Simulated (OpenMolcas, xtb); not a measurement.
## A ladder of methods for CH2NOSi (SMILES O=C=N[SiH2])

The species is CH2NOSi (6 atoms), meant as a doublet with charge 0. SMILES: `O=C=N[SiH2]`. Geometry: relaxed at PBE0-D4/def2-TZVP.

```xyz
6

O     1.0897   -2.0257    1.6104
C     0.6485   -1.1778    0.9454
N     0.2163   -0.2849    0.2792
Si   -0.6833    0.5916   -0.8753
H     0.2613    1.2142   -1.8391
H    -1.4905    1.6187   -0.1668
```

Quantity: the dipole moment, in D. The values are calculated.

```
             level            kind     program  value (D)
          GFN0-xTB  semi-empirical         xtb       2.09
     UHF/6-311+G**    Hartree–Fock  OpenMolcas       2.36
  USVWN5/6-311+G**             LDA  OpenMolcas       1.96
U-revPBE/6-311+G**             GGA  OpenMolcas       1.83
  UM06-L/6-311+G**        meta-GGA  OpenMolcas       2.00
  UBHLYP/6-311+G**   global hybrid  OpenMolcas       2.22
```

The values span 1.83 to 2.36 D. Magnitudes only.
